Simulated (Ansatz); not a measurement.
`CCBC[SiH3]` → `CBCC` + `[SiH2]` at 600 K and 1 bar (silylene formation by 1,1-elimination).

Calculated with Ansatz (gas phase, PBE0-D4/def2-TZVP geometries, no zero-point term in ΔE). CCSD(T)/CBS adds triple-zeta CCSD(T) − MP2 to the extrapolated MP2 energy (def2 sets, frozen cores). This one scheme is used for every species. Each species was taken in one conformer, which may not be the lowest.

```
     species  CCSD(T)/CBS energy (Eh)  H − E (kJ/mol)  S (J/(mol·K))
`CCBC[SiH3]`               -434.65540           418.5          495.9
      `CBCC`               -144.37049           357.3          415.5
    `[SiH2]`               -290.19011            52.1          233.9
```

H − E and S are ideal-gas, rigid-rotor, harmonic terms from PBE0-D4/def2-TZVP, for one conformer and one mirror image of each species. 1 Eh = 2625.50 kJ/mol, R = 8.31446 J/(mol·K).

Q: By hand: ΔE, ΔH, ΔS and ΔG.

A: ΔE = (-144.37049) + (-290.19011) − (-434.65540) = 0.09480 Eh = 248.9 kJ/mol. Δ(H − E) = 357.3 + 52.1 − 418.5 = -9.1, so ΔH = 239.8 kJ/mol. ΔS = 415.5 + 233.9 − 495.9 = 153.5 J/(mol·K). ΔG = 239.8 − 600 × (153.5)/1000 = 147.7 kJ/mol.

Q: By hand: the equilibrium constant, and the temperature at which ΔG would vanish if ΔH and ΔS stayed fixed.

A: log₁₀ K = −ΔG/(RT ln 10) = -12.9. ΔG = 0 at ΔH/ΔS = 1562 K.

The number of gas molecules changes by +1, which sets the sign of ΔS. A doubt of 5 kJ/mol in ΔE shifts log₁₀ K by 0.4 here. Other conformers and mirror images would add mixing entropy, several J/(mol·K) or more a flexible species. Modes under 60 cm⁻¹, often nearly free rotors, make the harmonic entropy too high. These are equilibria of isolated gas molecules and say nothing of rates. Largest T1 diagnostic: 0.014 (customary marks: 0.02 for closed shells, 0.045 for open ones).
